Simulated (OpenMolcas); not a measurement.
S+: thermal populations, Slater's ratio, worked from levels

```yaml
Program: OpenMolcas
Basis: ANO-RCC-VTZP [5s4p2d1f]
Scalar_Hamiltonian: DKH2, point nucleus
Active_space: 5 electrons in 8 orbitals (3s 3p 4s 4p)
State_averaging: 2S+1 = 4 odd, 1 root; 2S+1 = 2 odd, 8 roots; 2S+1 = 4 even, 3 roots; 2S+1 = 2 even, 9 roots
Spin-orbit_coupling: RASSI with atomic mean-field integrals over the reference wave functions, term energies averaged over their components
```

Methods: CASSCF; SS-CASPT2, IPEA 0.25 Eh, imaginary shift 0.1 Eh (closed shells correlated: 2s 2p). Measured levels: NIST Handbook of Basic Atomic Spectroscopic Data.

**Thermal populations.** Z = Σ (2J + 1) exp(-E/kT) with k = 0.695035 cm-1/K, over the levels below. No other level of either list lies under 90000 cm-1, which is above 7 kT at each temperature.

```tsv
Level	2J + 1	SS-CASPT2	measured
3s2 3p3 4S* 3/2	4	0.0	0.0
3s2 3p3 2D* 3/2	4	16030	14853
3s2 3p3 2D* 5/2	6	16060	14885
3s2 3p3 2P* 1/2	2	25580	24525
3s2 3p3 2P* 3/2	4	25610	24572
3s 3p4 4P 5/2	6	82570	79395
3s 3p4 4P 3/2	4	82890	79757
3s 3p4 4P 1/2	2	83070	79963
```

```tsv
T (K)	Z, SS-CASPT2	Z, measured levels	Ground level (%), SS-CASPT2	Ground level (%), measured levels
8000	4.618	4.762	86.6	84.0
12000	5.739	5.998	69.7	66.7
```

At 12000 K, kT = 8340 cm-1, and the computed levels give Z = 4.000 + 0.585 + 0.875 + 0.093 + 0.186 + 0.000 + 0.000 + 0.000 = 5.739.

**Slater's ratio.** With one set of orbitals, p3 has 2D* - 4S* = 9 F2 and 2P* - 2D* = 6 F2 (F2 = F²/25), a ratio of 2/3. Term energies are centres of gravity, weighted by 2J + 1.

```csv
Source,2D* - 4S*,2P* - 4S*,F2 from the first,Ratio
CASSCF,18732,25408,2081,0.356
SS-CASPT2,16050,25599,1783,0.595
measured,14872,24556,1652,0.651
```

Energies in cm-1. A ratio away from 2/3 shows effects beyond one configuration with one set of orbitals, and in heavier atoms second-order spin-orbit shifts. In CASSCF the valence s occupation is 1.95 in 2P* against 2.00 in 2D*: mixing out of s² acts most on 2P* and pulls it down.

CASPT2 breaks the degeneracy within a term, and the mean is taken; among the terms shown or strongly mixed into the levels shown the widest spread is 120 cm-1 (3s2 3p3 2D*, SS-CASPT2). Over all roots computed the reference weight is 0.84 to 0.96 in SS-CASPT2; the roots of lowest weight are the least certain, and an intruder state may touch them. Active for correlation alone: 4p 4s; no level in the range computed is led by a configuration that fills them, so any true level of that kind is missing. Terms of s pⁿ other than that of highest spin mix with s² pⁿ⁻² d, which this space lacks; all of them can be thousands of cm-1 off, and some have no real level of that name. Without dynamic correlation excited terms often stand tens of per cent too high (terms of higher spin than the ground term too low), and those without a measured partner can miss by more than the paired ones (holds for CASSCF). Measured partners are found by configuration, term and J. A level has none where our copy of the source lacks it or the pairing is in doubt (some pairs that miss far off the trend of their configuration count as doubtful), and it then counts in no deviation. Only configurations of the active space appear.

* marks odd parity.
